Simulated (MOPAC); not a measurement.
Job for MOPAC: AM1 on HCl (SMILES Cl).

```
AM1 1SCF PRECISE CHARGE=0 THREADS=1
ClH

Cl    -0.82228556 1     0.45499640 1    -0.43238706 1
H     -0.72558065 1    -0.38573706 1     0.53624912 1
```

It printed:

```
*******************************************************************************
 **                                                                           **
 **                              MOPAC v23.2.5                                **
 **                                                                           **
 *******************************************************************************
 ** MOPAC's Digital Object Identifier: https://doi.org/10.5281/zenodo.6511958 **
 **                                                                           **
 ** Please cite the open-source release paper for use of this MOPAC version:  **
 ** J. E. Moussa and J. J. P. Stewart (2026)                                  **
 ** MOPAC: An open-source semiempirical molecular orbital program             **
 ** J. Open Source Softw., 11(119), 8025, https://doi.org/10.21105/joss.08025 **
 *******************************************************************************

                              AM1 CALCULATION RESULTS

 *******************************************************************************
 *  AM1        - The AM1 Hamiltonian to be used
 *
 *
 *
 *                 CHARGE ON SYSTEM = 0
 *
 *
 *
 *  PRECISE    - TIGHTER CRITERIA TO BE USED
 *  1SCF       - DO 1 SCF AND THEN STOP
 *  THREADS=1  - MULTI-THREADING NOT USED
 *  T=         - A TIME OF 172800.0 SECONDS REQUESTED
 *  DUMP=N     - RESTART FILE WRITTEN EVERY 7200.0 SECONDS REQUESTED
 *******************************************************************************
AM1 1SCF PRECISE CHARGE=0 THREADS=1
 ClH

   ATOM   CHEMICAL          X               Y               Z
  NUMBER   SYMBOL      (ANGSTROMS)     (ANGSTROMS)     (ANGSTROMS)

     1      Cl         -0.82228556  *   0.45499640  *  -0.43238706  *
     2       H         -0.72558065  *  -0.38573706  *   0.53624912  *



          CARTESIAN COORDINATES

    NO.       ATOM           X           Y           Z

     1        Cl         -0.8223      0.4550     -0.4324
     2         H         -0.7256     -0.3857      0.5362

  H: (AM1): M.J.S. DEWAR ET AL, J. AM. CHEM. SOC. 107 3902-3909 (1985)
 Cl: (AM1): M.J.S. DEWAR AND E. G. ZOEBISCH, THEOCHEM, 180, 1 (1988).

           Empirical Formula: H Cl  =     2 atoms



      MOLECULAR POINT GROUP   :   C*v


      RHF CALCULATION, NO. OF DOUBLY OCCUPIED LEVELS = 4


 -------------------------------------------------------------------------------
 AM1 1SCF PRECISE CHARGE=0 THREADS=1
 ClH



     1SCF WAS SPECIFIED, SO BFGS WAS NOT USED
     SCF FIELD WAS ACHIEVED


                              AM1 CALCULATION
                                                       MOPAC v23.2.5 Linux




          FINAL HEAT OF FORMATION =        -24.61035 KCAL/MOL =    -102.96971 KJ/MOL


          COSMO AREA              =         54.62 SQUARE ANGSTROMS
          COSMO VOLUME            =         37.62 CUBIC ANGSTROMS

          IONIZATION POTENTIAL    =         12.330277 EV
          HOMO LUMO ENERGIES (EV) =        -12.330  1.853
          NO. OF FILLED LEVELS    =          4
          MOLECULAR WEIGHT        =         36.4609         POINT GROUP:  C*v

          MOLECULAR DIMENSIONS (Angstroms)

            Atom       Atom       Distance
            H     2   Cl     1     1.28625
            H     2   Cl     1     0.00000
           Cl     1    H     2     0.00000


          SCF CALCULATIONS        =          1





   ATOM   CHEMICAL          X               Y               Z
  NUMBER   SYMBOL      (ANGSTROMS)     (ANGSTROMS)     (ANGSTROMS)

     1      Cl         -0.82228556  *   0.45499640  *  -0.43238706  *
     2       H         -0.72558065  *  -0.38573706  *   0.53624912  *

                             CARTESIAN COORDINATES

   1   Cl       -0.822285560     0.454996400    -0.432387060
   2    H       -0.725580650    -0.385737060     0.536249120


           Empirical Formula: H Cl  =     2 atoms



      MOLECULAR POINT GROUP   :   C*v


                  EIGENVALUES
 -37.02534 -16.74378 -12.33028 -12.33028   1.85314


              NET ATOMIC CHARGES AND DIPOLE CONTRIBUTIONS

  ATOM NO.   TYPE          CHARGE      No. of ELECS.   s-Pop       p-Pop
    1         Cl          -0.168684        7.1687     1.98043     5.18826
    2          H           0.168684        0.8313     0.83132
 DIPOLE           X         Y         Z       TOTAL
 POINT-CHG.     0.078    -0.681     0.785     1.042
 HYBRID         0.026    -0.226     0.261     0.346
 SUM            0.104    -0.908     1.046     1.389


          ATOMIC ORBITAL ELECTRON POPULATIONS

     Atom    s        px        py        pz
    1 Cl   1.98043   1.99541   1.65320   1.53965
    2  H   0.83132

 **********************
 *                    *
 * JOB ENDED NORMALLY *
 *                    *
 **********************




 == MOPAC DONE ==
```

The run finished.

Cost: around 0.04 core-seconds (rough).
